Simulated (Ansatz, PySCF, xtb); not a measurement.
Energy difference R1 → P1, each structure at its B3LYP-D3(BJ)/def2-TZVP stationary point, reached from a drawn start; harmonic modes at that level show minima.
R1, C3H8O2 (SMILES COCOC) (charge 0, multiplicity 1):
```
atom    x (Å)    y (Å)    z (Å)
----  -------  -------  -------
C      2.0302   0.6242   0.9578
O      0.7008   0.2023   1.1747
C      0.0058   0.0020  -0.0152
O     -1.2758  -0.4070   0.3445
C     -2.0988  -0.6486  -0.7765
H      2.6024  -0.1211   0.3906
H      2.0673   1.5788   0.4173
H      2.4872   0.7527   1.9366
H     -0.0360   0.9390  -0.6035
H      0.5029  -0.7729  -0.6301
H     -3.0697  -0.9602  -0.3975
H     -1.6906  -1.4446  -1.4125
H     -2.2258   0.2553  -1.3860
```
P1, C3H8O2 (SMILES COCOC) (charge 0, multiplicity 1):
```xyz
13

C      1.30275     1.16844     0.69125
O     -0.01510     0.71798     0.96684
C     -0.81912     0.60456    -0.17478
O     -0.41101    -0.40359    -1.05777
C     -0.56337    -1.71413    -0.53347
H      1.84434     0.46192     0.05735
H      1.28502     2.14596     0.19448
H      1.81194     1.26228     1.64844
H     -1.82928     0.40913     0.20105
H     -0.79709     1.52934    -0.76142
H     -0.26301    -2.40592    -1.31800
H     -1.60846    -1.90698    -0.26286
H      0.06240    -1.86891     0.34900
```

P less R. No zero-point or thermal terms. One arrangement of each flexible species, with no search for the lowest.

Codes used: Ansatz (Gaussian orbitals); PySCF for the D3/D4 terms; xtb for the GFN methods. All values are computed, each at the level named.

Task: One of these levels gives -5.59 kcal/mol for the reaction energy. Which one is it?
A. GFN2-xTB
B. B97M-V/def2-TZVPP
C. PBE-D3(BJ)/def2-TZVPP

Result: C, PBE-D3(BJ)/def2-TZVPP. The others give -7.53 (GFN2-xTB), -5.01 (B97M-V/def2-TZVPP)

Ansatz is an electronic-structure program.
